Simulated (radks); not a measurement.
Values are calculated unless marked as measured or tabulated.
All-electron atom: the nitrogen anion N- in [He] 2s2 2p4. Level of theory: scalar-relativistic Kohn-Sham, LDA (Slater exchange, VWN5 correlation), spin-polarised, spherical densities, finite nucleus; open shells are filled with parallel spins first; Fermi nuclear charge, rms radius 2.5582 fm; Watson sphere of charge +0.65 and radius 2.46 bohr (a radial shooting solver on a logarithmic mesh with Libxc functionals). Some entries of the table are withheld. Estimate them.

orbital  occ.  eigenvalue (eV)  r(max) (bohr)  <r> (bohr)
1s up       1        -375.3644         0.1492      0.2315
1s down     1        -374.3145         0.1490      0.2309
2s up       1         -14.8184          1.028       1.373
2s down     1         -12.3269          1.045       1.424
2p up       3              (1)         0.9986       1.639
2p down     1              (2)          1.054       1.919

Answer. 
(1) 2p up eigenvalue (eV): -3.8990
(2) 2p down eigenvalue (eV): -1.7511
